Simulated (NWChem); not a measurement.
System: Si$_{2}$H$_{5}$O$_{2}$F; SMILES F[Si@@H]([SiH2]O)O

NWChem input:

```
start job
memory heap 200 mb stack 900 mb global 1100 mb
geometry units angstroms noautoz
  O      0.895321    -2.154254     0.317596
  Si    -0.623486    -1.425198     0.198716
  Si    -0.081002     0.765676    -0.466716
  O     -0.735427     1.873506     0.598483
  F      1.573087     0.710616    -0.292398
  H      1.604641    -1.483343     0.280136
  H     -1.367398    -1.418446     1.508662
  H     -1.462897    -2.156732    -0.812332
  H     -0.306067     1.198950    -1.891949
  H     -0.635088     2.812197     0.359172
end
basis spherical
  * library def2-svp
end
dft
  xc xpbe96 cpbe96
  iterations 150
  vectors input atomic output neutral.movecs
end
task dft energy
charge 1
dft
  odft
  mult 2
  vectors input atomic output cation.movecs
end
task dft energy
```

NWChem printed, in part:

```
             Northwest Computational Chemistry Package (NWChem) 7.3.0
             --------------------------------------------------------

 C1  symmetry detected

                             Geometry "geometry" -> ""
                             -------------------------

 Output coordinates in angstroms (scale by  1.889725989 to convert to a.u.)

  No.       Tag          Charge          X              Y              Z
 ---- ---------------- ---------- -------------- -------------- --------------
    1 O                    8.0000     0.70482817    -2.09838488     0.30503539
    2 Si                  14.0000    -0.73736427    -1.30199501    -0.06681668
    3 Si                  14.0000    -0.01645645     0.91040258    -0.41696853
    4 O                    8.0000    -0.85601811     1.95755530     0.57742360
    5 F                    9.0000     1.56157578     0.77570482     0.09401051
    6 H                    1.0000     1.42114021    -1.45557042     0.47339900
    7 H                    1.0000    -1.74130187    -1.36711962     1.05446707
    8 H                    1.0000    -1.36027077    -1.91860079    -1.28900967
    9 H                    1.0000     0.07515747     1.46166874    -1.81603330
   10 H                    1.0000    -0.68589742     2.90720946     0.44440337

 Effective nuclear repulsion energy (a.u.)     307.3346886870

  pbe96 is a nonlocal functional; adding pw91lda local functional.

                                 NWChem DFT Module
                                 -----------------

 Summary of "ao basis" -> "ao basis" (spherical)
 ------------------------------------------------------------------------------
       Tag                 Description            Shells   Functions and Types
 ---------------- ------------------------------  ------  ---------------------
 O                          def2-svp                 6       14   3s2p1d
 Si                         def2-svp                 8       18   4s3p1d
 F                          def2-svp                 6       14   3s2p1d
 H                          def2-svp                 3        5   2s1p

            General Information
            -------------------
          SCF calculation type: DFT
          Wavefunction type:  closed shell.
          No. of atoms     :    10
          No. of electrons :    58
           Alpha electrons :    29
            Beta electrons :    29
          Charge           :     0
          Spin multiplicity:     1
          Use of symmetry is: off; symmetry adaption is: off
          Maximum number of iterations: 150
          AO basis - number of functions:   103
                     number of shells:    49
          Convergence on energy requested:  1.00D-06
          Convergence on density requested:  1.00D-05
          Convergence on gradient requested:  5.00D-04

              XC Information
              --------------
          PerdewBurkeErnzerhof Exchange Functional  1.000
            Perdew 1991 LDA Correlation Functional  1.000 local
           PerdewBurkeErnz. Correlation Functional  1.000 non-local

             Grid Information
             ----------------
          Grid used for XC integration:  medium
          Radial quadrature: Mura-Knowles
          Angular quadrature: Lebedev.
          Tag              B.-S. Rad. Rad. Pts. Rad. Cut. Ang. Pts.
          ---              ---------- --------- --------- ---------
          O                   0.60       49          13.0       434
          Si                  1.10       88          11.0       590
          F                   0.50       49          11.0       434
          H                   0.35       45          12.0       434
          Grid pruning is: on
          Number of quadrature shells:   548
          Spatial weights used:  Erf1

      Superposition of Atomic Density Guess
      -------------------------------------

 Sum of atomic energies:        -828.64830282

      Non-variational initial energy
      ------------------------------

 Total energy =    -829.861695
 1-e energy   =   -1760.762532
 2-e energy   =     623.566149
 HOMO         =      -0.306792
 LUMO         =       0.008087

   convergence    iter        energy       DeltaE   RMS-Dens  Diis-err
 ---------------- ----- ----------------- --------- --------- ---------
 d= 0,ls=0.0,diis     1   -831.3230354001 -1.14D+03  2.52D-02  1.29D+00
 d= 0,ls=0.0,diis     2   -830.8265069095  4.97D-01  1.72D-02  6.37D+00
 d= 0,ls=0.0,diis     3   -831.4655470709 -6.39D-01  2.98D-03  6.14D-02
 d= 0,ls=0.0,diis     4   -831.4665994375 -1.05D-03  1.55D-03  5.52D-02
 d= 0,ls=0.0,diis     5   -831.4718185710 -5.22D-03  3.35D-04  2.20D-03
  Resetting Diis
 d= 0,ls=0.0,diis     6   -831.4720258575 -2.07D-04  9.13D-05  9.81D-05
 d= 0,ls=0.0,diis     7   -831.4720361496 -1.03D-05  7.94D-05  2.21D-05
 d= 0,ls=0.0,diis     8   -831.4720281315  8.02D-06  5.44D-05  1.10D-04
 d= 0,ls=0.0,diis     9   -831.4720381815 -1.00D-05  2.30D-06  6.80D-08
 d= 0,ls=0.0,diis    10   -831.4720381866 -5.10D-09  9.32D-07  2.46D-08

         Total DFT energy =     -831.472038186589
      One electron energy =    -1764.288307794002
           Coulomb energy =      696.313202956030
    Exchange-Corr. energy =      -70.831622035608
 Nuclear repulsion energy =      307.334688686992

 Numeric. integr. density =       58.000017654691

                       DFT Final Molecular Orbital Analysis
                       ------------------------------------

 Vector   27  Occ=2.000000D+00  E=-2.896560D-01
              MO Center= -5.5D-01,  1.6D+00,  3.2D-01, r^2= 2.2D+00
   Bfn.  Coefficient  Atom+Function         Bfn.  Coefficient  Atom+Function
  ----- ------------  ---------------      ----- ------------  ---------------
    56      0.455926   4 O  pz               54      0.339220   4 O  px
    59      0.329904   4 O  pz               57      0.250904   4 O  px
    94      0.145338   9 H  s                95      0.143096   9 H  s
    68     -0.136819   5 F  px                5     -0.116512   1 O  py
    71      0.095150   5 F  px               43      0.083656   3 Si px

 Vector   28  Occ=2.000000D+00  E=-2.581707D-01
              MO Center= -4.7D-02, -1.5D+00, -1.0D-01, r^2= 3.3D+00
   Bfn.  Coefficient  Atom+Function         Bfn.  Coefficient  Atom+Function
  ----- ------------  ---------------      ----- ------------  ---------------
     6      0.405161   1 O  pz                9      0.296967   1 O  pz
    90      0.238957   8 H  s                89      0.234803   8 H  s
     5      0.178729   1 O  py               23     -0.165602   2 Si py
     4     -0.146766   1 O  px               84     -0.133705   7 H  s
    85     -0.132599   7 H  s                 8      0.126241   1 O  py

 Vector   29  Occ=2.000000D+00  E=-2.465044D-01
              MO Center= -1.4D-01, -7.1D-01, -7.4D-03, r^2= 4.0D+00
   Bfn.  Coefficient  Atom+Function         Bfn.  Coefficient  Atom+Function
  ----- ------------  ---------------      ----- ------------  ---------------
     6      0.318284   1 O  pz                9      0.241405   1 O  pz
    85     -0.224398   7 H  s                84     -0.205090   7 H  s
    41     -0.203129   3 Si py               23      0.196800   2 Si py
     5     -0.190956   1 O  py               94     -0.186716   9 H  s
    35      0.181770   3 Si s                95     -0.174272   9 H  s

 Vector   30  Occ=0.000000D+00  E=-4.321010D-02
              MO Center= -3.7D-01, -3.9D-01, -2.1D-01, r^2= 4.1D+00
   Bfn.  Coefficient  Atom+Function         Bfn.  Coefficient  Atom+Function
  ----- ------------  ---------------      ----- ------------  ---------------
    25      0.554821   2 Si px               43      0.444942   3 Si px
     3     -0.431657   1 O  s                26     -0.317305   2 Si py
    67     -0.245422   5 F  s                27      0.180759   2 Si pz
    44     -0.175037   3 Si py                5     -0.171919   1 O  py
    40      0.170243   3 Si px               90      0.170320   8 H  s

 Vector   31  Occ=0.000000D+00  E=-2.794615D-02
              MO Center= -2.9D-01,  6.4D-01, -1.0D-01, r^2= 4.9D+00
   Bfn.  Coefficient  Atom+Function         Bfn.  Coefficient  Atom+Function
  ----- ------------  ---------------      ----- ------------  ---------------
    53      0.540998   4 O  s                45     -0.522766   3 Si pz
    27     -0.483802   2 Si pz               85      0.435057   7 H  s
    44     -0.411915   3 Si py              100     -0.410428  10 H  s
    90     -0.387978   8 H  s                95     -0.331189   9 H  s
    26     -0.272265   2 Si py               18     -0.237842   2 Si s

 Vector   32  Occ=0.000000D+00  E= 1.498649D-02
              MO Center= -5.6D-01,  3.7D-01, -2.4D-01, r^2= 6.4D+00
   Bfn.  Coefficient  Atom+Function         Bfn.  Coefficient  Atom+Function
  ----- ------------  ---------------      ----- ------------  ---------------
    36      1.189077   3 Si s                26     -0.895186   2 Si py
    95     -0.690952   9 H  s                18     -0.618126   2 Si s
   100      0.543304  10 H  s                53     -0.494642   4 O  s
    35      0.406694   3 Si s                44     -0.381441   3 Si py
    43     -0.345065   3 Si px               17     -0.258392   2 Si s

     Multipole analysis of the density
     ---------------------------------

     L   x y z        total         alpha         beta         nuclear
     -   - - -        -----         -----         ----         -------
     0   0 0 0     -0.000000    -29.000000    -29.000000     58.000000

     1   1 0 0     -0.168678     -0.084339     -0.084339     -0.000000
     1   0 1 0      0.949351      0.474676      0.474676      0.000000
     1   0 0 1     -0.287683     -0.143842     -0.143842      0.000000

[...]
```

Level: PBE/def2-SVP, vertical spin-unrestricted ions. All runs use the structure optimised with PBE-D3(BJ)/def2-SVP.
